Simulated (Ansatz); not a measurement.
System: CAgO, net charge 1, singlet state. SMILES: O=[C+][Ag]
Geometry: optimised at B3LYP-D3(BJ)/def2-TZVP (Ansatz, a program for electronic structure).

Property: vertical ionisation energy (to the doublet state of charge +2; each state is the SCF solution reached for its spin), in eV. Correlated levels leave the core frozen unless marked. UHF or UKS for open shells. No spin-orbit coupling. The frozen core is the preceding noble-gas configuration, with the filled d and f shells of earlier blocks. Past Kr the def2 sets carry scalar-relativistic core potentials. 

```tsv
level	program	vertical ionisation energy (eV)
SVWN5/def2-TZVPD	Ansatz	18.74
PBE/def2-TZVPD	Ansatz	18.40
r2SCAN/def2-TZVPD	Ansatz	18.44
B3LYP/def2-TZVPD	Ansatz	18.69
PBE0/def2-TZVPD	Ansatz	18.59
BHLYP/def2-TZVPD	Ansatz	18.69
CAM-B3LYP/def2-TZVPD	Ansatz	18.77
wB97M-V/def2-TZVPD	Ansatz	18.65
wB97X-V/def2-TZVPD	Ansatz	18.62
CCSD/def2-SVPD	Ansatz	18.49
CCSD/def2-TZVPPD	Ansatz	18.71
CCSD(T)/def2-SVPD	Ansatz	18.51
CCSD(T)/def2-TZVPPD	Ansatz	18.74
```
